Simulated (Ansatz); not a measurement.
GaH$_{5}$Si$_{2}$, relaxed with RKS PBE-D4/def2-SVP in the Gaussian-basis code of Ansatz from a rough embedded geometry. The force threshold is 0.03 eV/Å; the program also tests the step.

The species carries charge 0 and has multiplicity 1. The bonds changed during the relaxation, so this is another structure than the one it started from.

Start:

```xyz
8

Si   -1.058   -0.307   -0.510
Si    0.676    0.221    0.691
Ga    1.090   -1.160   -1.093
H    -1.226    0.627   -1.600
H    -2.323   -0.239    0.318
H     0.923   -0.821    1.713
H     0.437    1.519    1.389
H     1.482    0.158   -0.908
```

| step | energy (eV) | largest force (eV/Å) | largest move (Å) |
| --- | --- | --- | --- |
| 1 | -68182.1651 | 8.076 | 0.000 |
| 2 | -68184.2279 | 4.084 | 0.192 |
| 3 | -68185.2941 | 1.585 | 0.198 |
| 4 | -68185.7402 | 0.613 | 0.200 |
| 5 | -68185.8946 | 0.249 | 0.199 |
| 6 | -68185.9491 | 0.409 | 0.195 |
| 7 | -68185.9932 | 0.193 | 0.200 |
| 8 | -68186.0121 | 0.085 | 0.141 |
| 9 | -68186.0148 | 0.164 | 0.144 |
| 10 | -68186.0200 | 0.096 | 0.074 |
| 11 | -68186.0256 | 0.070 | 0.171 |
| 12 | -68186.0295 | 0.105 | 0.195 |
| 13 (rejected) | -68186.0290 | 0.183 | 0.190 |
| 14 | -68186.0338 | 0.045 | 0.095 |
| 15 | -68186.0369 | 0.053 | 0.098 |
| 16 | -68186.0416 | 0.103 | 0.146 |
| 17 (rejected) | -68186.0407 | 0.283 | 0.194 |
| 18 | -68186.0466 | 0.091 | 0.094 |
| 19 | -68186.0507 | 0.104 | 0.096 |
| 20 | -68186.0529 | 0.202 | 0.145 |
| 21 | -68186.0574 | 0.232 | 0.054 |
| 22 | -68186.0636 | 0.072 | 0.093 |
| 23 | -68186.0660 | 0.008 | 0.059 |
| 24 | -68186.0669 | 0.041 | 0.091 |
| 25 | -68186.0674 | 0.022 | 0.011 |

End:

```xyz
8

Si   -0.829   -0.259   -0.759
Si    0.736    0.429    0.862
Ga   -0.044   -2.302   -2.186
H    -1.111    0.966   -1.610
H    -2.117   -0.531   -0.003
H     0.992   -0.694    1.838
H     0.317    1.641    1.657
H     2.056    0.751    0.201
```

It took 30 s on 2 threads of an Intel Xeon on a shared host, with 0.16 GiB of host memory at the peak.
